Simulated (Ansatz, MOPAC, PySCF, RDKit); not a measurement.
Complex: SiH4 (SMILES [SiH4]) (first 5 atoms) with Si2H6 (SMILES [SiH3][SiH3]); geometry from B3LYP-D3(BJ)/def2-TZVP, rigid monomers moved along the line of their centres of mass till Si1···H11 is 2.91 Å.
(charge 0, multiplicity 1):
```xyz
13

Si    -0.09560     0.11066    -0.15922
H     -0.20769    -1.14788     0.61127
H     -1.44792     0.59387    -0.51598
H      0.68626    -0.13496    -1.39233
H      0.59194     1.12906     0.66523
Si     0.89219    -0.86902     3.48730
Si    -0.79458     0.75987     3.46542
H      0.30439    -2.21822     3.30591
H      1.60142    -0.83246     4.79002
H      1.87796    -0.62903     2.40747
H     -1.63969     0.63462     2.25369
H     -0.20170     2.11871     3.48922
H     -1.66361     0.59974     4.65713
```

Counterpoise-corrected where a basis set is named; no monomer relaxation. Rows marked so take none. RDKit's UFF carries no charges.

Rows in 6-31G* carry no dispersion term and start afresh at each structure (6-31G* with six Cartesian d functions). The state that PM6 reach isn't checked.

Codes used: Ansatz (a first-principles code); MOPAC for PM6 (differences of heats of formation); PySCF for 6-31G* rows; RDKit for the force fields. Each number belongs to the level named beside it.

Question: One of these levels gives -0.54 kcal/mol for the interaction energy. Name it.
(A) PBE/def2-TZVPPD
(B) HF/6-31G* (no counterpoise)
(C) PM6
(D) UFF

Answer: D, UFF. The others give 1.22 (PM6), 3.48 (HF/6-31G* (no counterpoise)), 0.81 (PBE/def2-TZVPPD)
